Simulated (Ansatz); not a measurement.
C₄H₄O₂Zr (`C#[C][Zr]([OH])([OH])[C]#C`), relaxed with RKS PBE0-D4/def2-TZVP in Ansatz 0.2.0 from a GFN2-xTB geometry. The force threshold is 0.005 eV/Å; the program also tests the step.

The species carries charge 0 and has multiplicity 1. Zr takes the def2 core potential.

Start:

```xyz
11

C     2.384   -1.438   -1.548
C     1.584   -0.852   -0.853
Zr    0.107    0.259    0.367
O     0.188   -0.211    2.198
O     0.564    2.095    0.380
C    -1.946   -0.079   -0.392
C    -3.067   -0.275   -0.803
H     3.084   -1.955   -2.150
H     0.017    0.303    2.995
H     1.134    2.601    0.969
H    -4.048   -0.448   -1.163
```

(1) By how much does the energy fall, and how many steps does the optimiser take? (Estimate.)

(2) Which bonds change most? (An estimate is asked.)

(3) Give the relaxed structure. (Best estimate.)

Results:

(1) Computed: 19.31 kJ/mol, in 9 steps.

(2) Ansatz gave: C2–Zr3 from 2.215 to 2.200 Å; Zr3–C6 from 2.215 to 2.200 Å; O5–H10 from 0.964 to 0.953 Å; O4–H9 from 0.964 to 0.953 Å.

(3) The calculation gave: 
```xyz
11

C     2.364   -1.477   -1.419
C     1.584   -0.831   -0.747
Zr    0.127    0.318    0.434
O     0.173   -0.317    2.225
O     0.564    2.163    0.295
C    -1.906    0.025   -0.354
C    -3.017   -0.158   -0.813
H     3.045   -2.046   -2.012
H     0.252   -0.429    3.169
H     0.804    3.073    0.442
H    -3.990   -0.321   -1.219
```
